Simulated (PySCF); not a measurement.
Cl3HHfS, SMILES [Hf]([Cl])([Cl])([Cl])[SH], multiplicity 1.

Coordinates come from a B3LYP-D3(BJ)/def2-SVP optimisation. The multiplicity is an assumed one; other spin states were not compared. The def2 effective core potentials stand for the cores of Hf; spin–orbit coupling is left out. Other conformers were not sampled.

Two levels are set side by side: PBE/def2-TZVP (PySCF) and PBE0/def2-TZVP (PySCF). Same geometry, gas phase. Differences are taken from unrounded values.

| quantity | PBE |
|---|---|
| orbital gap (eV) | 3.81 |
| highest occupied level (eV) | -7.04 |
| lowest empty level (eV) | -3.22 |
| dipole moment (D) | 0.64 |
| mean polarisability (bohr³) | 99.5 |

### Question
These are the PBE values. What does PBE0 give? (The exact figures need the calculation; the answer reports its results.)

### Answer

| quantity | PBE0 | PBE minus PBE0 |
|---|---|---|
| orbital gap (eV) | 5.82 | -2.01 |
| highest occupied level (eV) | -8.26 | 1.22 |
| lowest empty level (eV) | -2.44 | -0.79 |
| dipole moment (D) | 0.66 | -0.02 |
| mean polarisability (bohr³) | 95.3 | 4.1 |

PBE's occupied levels lie high since its potential decays too fast outside the molecule; exact exchange lowers them and widens the gap. PBE's more diffuse valence density responds more strongly to a field. Differences between two approximate levels are no errors against the true value.

Rough cost on one machine, each run with all the roots and properties that it gave: PBE0 against PBE within a factor of 2.
